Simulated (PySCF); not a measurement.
NP, SMILES P#N (connectivity only; charge and spin as stated), charge +1, multiplicity 2.

Coordinates come from a B3LYP-D3(BJ)/def2-TZVPD optimisation. The spin state was assumed, not searched.

Level of theory: PySCF with M06-2X/def2-TZVPD.

Gas-phase values at a fixed geometry.

```json
{
  "total_energy": "-395.62109 hartree",
  "point_group": "C∞v",
  "α spin, highest occupied and lowest empty level": "-20.04 and -9.53 eV",
  "β spin, highest occupied and lowest empty level": "-19.11 and -12.68 eV",
  "dipole_moment_about_the_centre_of_nuclear_charge": "1.97 D",
  "mean_static_polarisability": "28.3 bohr³ (4.20 Å³)",
  "polarisability_principal_values": "28.2, 28.2, 28.6 bohr³",
  "⟨S²⟩": "0.784 (pure state 0.75)"
}
```
